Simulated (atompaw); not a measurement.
# What one change does to a pseudopotential (Ti (Z = 22), PAW (atompaw))

| Item | Value |
| --- | --- |
| Element | titanium (Ti) |
| Generator | atompaw 4.2.0.5 |
| Type | PAW |
| Functional | PBE |
| Relativity | scalar-relativistic |
| Frozen core | [Ar] |
| Valence charge | 4 |
| Reference configuration | 3d2 4s2 4p0 |
| Partial waves | 4s (bound): rc 3.00 bohr; 4s channel at 1.9 Ry: rc 2.95 bohr; 4p (bound, empty): rc 3.00 bohr; 4p channel at 3.7 Ry: rc 3.00 bohr; 3d (bound): rc 1.60 bohr; 3d channel at 0.05 Ry: rc 3.00 bohr |
| Local potential | ultrasoft scheme with l = 3 at 0 Ry, radius 2.80 bohr |
| Core correction | smooth core density matched at 2.80 bohr |
| Augmentation charge | besselshape compensation charge, radius 2.90 bohr; PAW radius 3.00 bohr; waves and projectors: custom rrkj vanderbiltortho |

Change: wave 4p (bound): rc 3.00 bohr becomes 4p (bound): rc 2.04 bohr.

Cutoffs: the cutoffs (Ry, on a coarse ladder) from which the occupation-weighted sum of valence levels, in a spherical-Bessel basis at the reference potential, stays within 10 and 1 mRy of its value at 400 Ry; they do not see the model core or the augmentation charge, which bear on the density cutoff.

Problem. What does the change do?

Solution. The potential gets neither clearly harder nor softer (35 Ry and 50 Ry → 35 Ry and 50 Ry); a bound ghost appears in p, which as a rule spoils a file.

```tsv
quantity	base	changed
cutoff, loose	35 Ry	35 Ry
cutoff, tight	50 Ry	50 Ry
bound ghosts	none	p
s: phases at 3.02 bohr within 0.05 rad from the reference energy up to (Ry; the scan ends near 5)	3.4	3.4
p: phases at 3.02 bohr within 0.05 rad from the reference energy up to (Ry; the scan ends near 5)	4.4	4.5
d: phases at 3.02 bohr within 0.05 rad from the reference energy up to (Ry; the scan ends near 5)	0.1	0.1
lowest overlap eigenvalue by channel	s 0.70, p 0.93, d 0.61	s 0.70, p 0.04, d 0.61
```

 A true bound ghost makes a file unfit for plane-wave use even where its test errors are small: the radial tests pick states by their node count and pass the ghost by. The cutoffs see the waves, projectors and local potential, not the compensation charge or the core.
